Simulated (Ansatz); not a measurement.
B₇P₇H₂₀, a nanocrystal cut from zinc blende BP (hydrogen-capped), relaxed as a singlet with RKS PBE-D4/def2-SVP in Ansatz, starting from the GFN2-xTB geometry. Force threshold 0.03 eV/Å.

Start:

```tsv
atom	x (Å)	y (Å)	z (Å)
B1	1.494	-2.595	-0.213
B2	-1.733	1.530	1.873
B3	-1.398	-1.246	0.162
B4	1.212	0.152	1.435
B5	2.615	0.196	-1.457
B6	-0.287	1.520	-1.069
B7	-0.026	-1.210	-2.743
P8	0.026	1.139	2.577
P9	0.367	-1.536	0.939
P10	1.660	-1.471	-1.798
P11	-2.456	-0.190	1.365
P12	-1.402	2.435	0.196
P13	-1.076	-0.220	-1.466
P14	1.434	1.120	-0.244
H15	0.927	-3.612	-0.468
H16	2.551	-2.744	0.318
H17	-2.424	2.139	2.618
H18	-1.947	-2.275	-0.071
H19	2.254	-0.023	1.981
H20	3.650	-0.010	-0.901
H21	2.718	0.841	-2.454
H22	-0.160	2.175	-2.053
H23	-0.563	-2.253	-2.954
H24	0.129	-0.536	-3.714
H25	-0.134	0.558	3.835
H26	0.580	2.335	3.036
H27	0.110	-2.181	2.177
H28	2.473	-2.189	-2.680
H29	-2.809	-0.870	2.531
H30	-3.760	0.010	0.911
H31	-2.635	2.815	-0.337
H32	-0.963	3.728	0.483
H33	-2.373	0.082	-1.956
H34	1.947	2.386	0.141
```

(1) Estimate the energy that the relaxation releases and the steps that it takes.

(2) Does the start keep its bonding and symmetry?

(3) Predict the relaxed structure.

Answers

(1) 8.1 kcal/mol, in 4 steps; 10 s on 2 threads of AMD EPYC 7R13 on a shared host and a share (18 GiB) of an NVIDIA H100 80GB HBM3. No frequencies were taken in this run, so the end may be a saddle point.

(2) By distances, no bond broke or formed. The bond that changes most is P11–H29, from 1.40 to 1.43 Å (atoms count from 1). Point group C3v at the start, C3v at the end, both within 0.05 Å.

(3) 
```xyz
34

B     1.508   -2.611   -0.225
B    -1.740    1.537    1.880
B    -1.416   -1.252    0.166
B     1.216    0.157    1.449
B     2.633    0.189   -1.473
B    -0.296    1.535   -1.076
B    -0.013   -1.226   -2.763
P     0.033    1.154    2.619
P     0.362   -1.551    0.961
P     1.696   -1.499   -1.833
P    -2.496   -0.201    1.385
P    -1.420    2.477    0.192
P    -1.101   -0.218   -1.482
P     1.446    1.145   -0.241
H     0.900   -3.646   -0.471
H     2.582   -2.745    0.349
H    -2.450    2.164    2.648
H    -1.971   -2.311   -0.080
H     2.290   -0.030    1.998
H     3.683   -0.006   -0.871
H     2.718    0.875   -2.485
H    -0.158    2.200   -2.090
H    -0.588   -2.291   -2.954
H     0.128   -0.510   -3.747
H    -0.157    0.523    3.889
H     0.596    2.397    3.052
H     0.134   -2.247    2.194
H     2.528   -2.234   -2.733
H    -2.806   -0.896    2.598
H    -3.822    0.031    0.898
H    -2.696    2.831   -0.351
H    -0.928    3.782    0.513
H    -2.397    0.059   -2.031
H     2.008    2.416    0.116
```
Bond lengths: 18 × B–P 1.94 to 1.97 Å; 10 × H–P 1.43 Å; 10 × B–H 1.22 to 1.23 Å.
